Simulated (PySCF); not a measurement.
## Ionisation energy of S²⁺ by level of theory

S²⁺ [Ne] 3s2 3p2 (3P) → S³⁺ [Ne] 3s2 3p1 (2P), as a difference of total energies. Computed with PySCF 2.14 in aug-cc-pCVTZ-DK (8s7p5d3f, 75 functions), with scalar relativity by spin-free X2C-1e. Correlated levels: valence: [Ne] frozen. The calculations carry no spin-orbit coupling.

```tsv
method	ionisation energy (eV)
UHF	34.149
MP2 (valence)	34.634
SCS-MP2 (valence)	34.538
CCSD (valence)	34.679
CCSD(T) (valence)	34.712
```

Problem. How much does correlation contribute at CCSD(T) (valence)?

Solution. 34.712 − (34.149) = 0.563 eV, measured against UHF.

A first-order spin-orbit estimate (lowest level to lowest level, LS coupling) adds -0.009 eV.

Errors of the correlated levels include the incompleteness of this basis and the frozen core.

For comparison: 34.86 ± 0.04 eV (semi-empirical (NIST evaluation); NIST Atomic Spectra Database, ionization energies).
